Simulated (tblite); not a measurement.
Record of a relaxation.

Species: C₅H₁₃AsN₂Si.
SMILES with atom numbers: `[CH2:1]=[CH:2][CH2:3][Si@@:4]([AsH2:5])([N:6]=[CH2:7])[NH:8][CH3:9]` (hydrogens: H10, H11 on C1; H12 on C2; H13, H14 on C3; H15, H16 on As5; H17, H18 on C7; H19 on N8; H20, H21, H22 on C9)

Computed with GFN2-xTB (tblite), gas phase: L-BFGS steps from a force-field or distance-geometry start until the largest atomic force falls under 0.01 eV/Å. 5 of its 273 geometries are shown.

Step 0: E = -740.4743 eV, largest atomic force 2.494 eV/Å
```
atom  x, y, z in Å  |  force x, y, z in eV/Å
C1      2.709   -0.143   -1.077   -0.556   0.890   0.570
C2      2.116    0.871   -0.426    0.655  -1.504   0.131
C3      1.259    0.627    0.787    0.691   0.967   0.034
Si4    -0.436   -0.014    0.271   -0.431  -0.719  -0.739
As5    -1.781   -0.150    2.178    0.203   0.337   0.632
N6     -1.177    1.085   -0.909   -0.072   1.541   0.678
C7     -1.403    2.321   -0.635    0.465  -2.424  -0.359
N8     -0.242   -1.653   -0.444   -0.703   0.457   0.980
C9     -1.535   -2.156   -0.918    0.013  -0.145  -0.142
H10     2.546   -1.172   -0.763    0.135   0.389  -0.233
H11     3.334    0.063   -1.932   -0.064  -0.241   0.065
H12     2.308    1.884   -0.733   -0.200   0.147  -0.012
H13     1.095    1.594    1.327    0.195  -0.770  -0.283
H14     1.740   -0.084    1.479   -0.163   0.340  -0.304
H15    -1.338    1.280    2.654   -0.091  -0.782  -0.118
H16    -0.655   -0.860    2.999   -0.386   0.481  -0.311
H17    -1.853    2.962   -1.378   -0.018   0.000  -0.041
H18    -1.160    2.731    0.341   -0.043   0.366   0.079
H19     0.079   -2.290    0.320   -0.157   0.588  -0.945
H20    -1.937   -1.492   -1.711    0.356  -0.324   0.630
H21    -2.274   -2.221   -0.079    0.211   0.036  -0.510
H22    -1.406   -3.163   -1.352   -0.040   0.372   0.200
```

Step 68: E = -740.9745 eV, largest atomic force 0.070 eV/Å
```
atom  x, y, z in Å  |  force x, y, z in eV/Å
C1      2.997   -0.129   -1.012    0.014  -0.008   0.002
C2      2.125    0.698   -0.463   -0.030   0.060   0.005
C3      1.371    0.448    0.787    0.004  -0.015  -0.012
Si4    -0.466    0.016    0.413    0.062   0.001   0.012
As5    -1.899    0.030    2.290    0.009   0.005   0.018
N6     -1.061    1.118   -0.801    0.044  -0.029  -0.046
C7     -1.502    2.276   -0.668   -0.006  -0.024   0.008
N8     -0.429   -1.482   -0.438   -0.020   0.008  -0.026
C9     -1.645   -2.112   -0.885    0.000   0.013   0.019
H10     3.246   -1.076   -0.559   -0.001   0.014  -0.011
H11     3.498    0.112   -1.934   -0.001  -0.051   0.027
H12     1.900    1.637   -0.952   -0.024   0.006  -0.004
H13     1.390    1.339    1.416   -0.033  -0.040  -0.002
H14     1.825   -0.372    1.343   -0.021   0.013   0.022
H15    -1.450    1.396    2.722    0.005   0.027  -0.026
H16    -0.858   -0.556    3.200    0.009  -0.015   0.004
H17    -1.818    2.833   -1.546   -0.008   0.015  -0.018
H18    -1.604    2.800    0.291   -0.021   0.030   0.058
H19     0.268   -2.157   -0.169    0.045  -0.009  -0.014
H20    -2.308   -1.337   -1.261   -0.012   0.019  -0.019
H21    -2.164   -2.653   -0.082   -0.006   0.000   0.028
H22    -1.429   -2.812   -1.692   -0.009  -0.022  -0.022
```

Step 136: E = -741.0243 eV, largest atomic force 0.052 eV/Å
```
atom  x, y, z in Å  |  force x, y, z in eV/Å
C1      3.211   -0.299   -0.869   -0.004  -0.004   0.002
C2      2.294    0.566   -0.473   -0.010   0.006   0.000
C3      1.464    0.421    0.743   -0.001   0.007   0.009
Si4    -0.377    0.134    0.303   -0.004  -0.001   0.004
As5    -1.848   -0.064    2.136   -0.011   0.015   0.000
N6     -0.818    1.463   -0.748    0.026  -0.017  -0.011
C7     -1.759    2.262   -0.598   -0.019   0.006  -0.005
N8     -0.504   -1.244   -0.733    0.043  -0.019   0.023
C9     -1.710   -2.031   -0.738    0.014  -0.009  -0.014
H10     3.438   -1.186   -0.300    0.002  -0.018   0.001
H11     3.783   -0.152   -1.770   -0.006  -0.020  -0.005
H12     2.087    1.446   -1.065   -0.008   0.015  -0.001
H13     1.526    1.328    1.344   -0.012   0.023  -0.003
H14     1.821   -0.408    1.355    0.007  -0.009   0.000
H15    -1.670    1.385    2.493    0.000   0.004   0.011
H16    -0.764   -0.404    3.113    0.015  -0.012   0.004
H17    -1.948    3.032   -1.340    0.023   0.011  -0.021
H18    -2.445    2.255    0.266   -0.029   0.001   0.028
H19     0.326   -1.794   -0.888   -0.040   0.023  -0.008
H20    -2.563   -1.358   -0.843    0.002  -0.006   0.013
H21    -1.845   -2.611    0.189    0.008   0.005  -0.009
H22    -1.710   -2.723   -1.579    0.002   0.001  -0.019
```

Step 204: E = -741.0892 eV, largest atomic force 0.092 eV/Å
```
atom  x, y, z in Å  |  force x, y, z in eV/Å
C1      2.971   -0.552   -0.822    0.005  -0.022  -0.012
C2      2.231    0.499   -0.512   -0.016   0.031   0.003
C3      1.435    0.633    0.728   -0.018  -0.001   0.012
Si4    -0.404    0.234    0.356    0.018  -0.006   0.010
As5    -1.937    0.191    2.134   -0.034  -0.041  -0.007
N6     -0.895    1.464   -0.803    0.000  -0.008   0.018
C7     -1.798    2.304   -0.620    0.024  -0.062  -0.021
N8     -0.341   -1.345   -0.331   -0.011  -0.014  -0.050
C9     -1.495   -2.080   -0.784   -0.009   0.005   0.035
H10     3.086   -1.381   -0.142    0.003  -0.022   0.006
H11     3.498   -0.627   -1.759    0.009   0.011   0.034
H12     2.132    1.315   -1.214   -0.014   0.019  -0.003
H13     1.506    1.643    1.127   -0.001   0.029  -0.017
H14     1.786   -0.060    1.490    0.020  -0.021   0.004
H15    -1.361    1.435    2.746    0.029   0.019   0.010
H16    -1.057   -0.635    3.012    0.031  -0.005   0.012
H17    -2.038    3.023   -1.397    0.004   0.006   0.012
H18    -2.394    2.373    0.310   -0.001   0.012  -0.047
H19     0.496   -1.585   -0.845   -0.087   0.028   0.014
H20    -2.372   -1.740   -0.230    0.017   0.018   0.043
H21    -1.364   -3.149   -0.594    0.019   0.012  -0.021
H22    -1.695   -1.938   -1.849    0.015   0.012  -0.035
```

Step 272: E = -741.1111 eV, largest atomic force 0.008 eV/Å
```
atom  x, y, z in Å  |  force x, y, z in eV/Å
C1      3.052   -0.550   -0.765   -0.005  -0.003   0.000
C2      2.289    0.487   -0.465   -0.002   0.003  -0.004
C3      1.481    0.607    0.768    0.001  -0.004  -0.001
Si4    -0.357    0.222    0.398   -0.001  -0.004  -0.004
As5    -1.837    0.144    2.218    0.002   0.005   0.003
N6     -0.837    1.448   -0.764    0.001   0.000   0.002
C7     -1.877    2.132   -0.723    0.001   0.003   0.002
N8     -0.370   -1.332   -0.357    0.000  -0.003   0.002
C9     -1.593   -1.957   -0.796   -0.003   0.001  -0.001
H10     3.166   -1.382   -0.088    0.001   0.003   0.002
H11     3.601   -0.609   -1.690    0.001  -0.002   0.001
H12     2.184    1.305   -1.165    0.002   0.006  -0.001
H13     1.550    1.615    1.173    0.001  -0.002  -0.001
H14     1.833   -0.092    1.526   -0.003  -0.003   0.006
H15    -1.364    1.484    2.711   -0.006  -0.001  -0.005
H16    -0.845   -0.519    3.116    0.006  -0.002   0.003
H17    -2.099    2.836   -1.520   -0.003   0.001  -0.003
H18    -2.617    2.080    0.097    0.001   0.001   0.002
H19     0.398   -1.527   -0.983    0.003   0.001  -0.002
H20    -2.372   -1.754   -0.056   -0.001   0.001   0.004
H21    -1.458   -3.037   -0.868    0.001   0.001  -0.002
H22    -1.938   -1.581   -1.766    0.004  -0.002  -0.002
```

**Question.** Summarise the path.

**Answer.** The energy falls by 0.6368 eV from step 0 to step 272; nine tenths of that is first reached at step 175. It rises by more than 0.2 meV at steps 111, 177 and 179. The largest force goes from 2.494 to 0.008 eV/Å. Among the bonds Si4–N8 changes most (a near tie, within 0.001 Å, with another), from 1.798 to 1.728 Å; the atoms move by 0.875 Å rms after alignment.

What follows is the cost of the whole relaxation. On an Arm Neoverse V1 with one thread, shared host with 32 logical CPUs at a one-minute load of 34, this took 3.1 s.
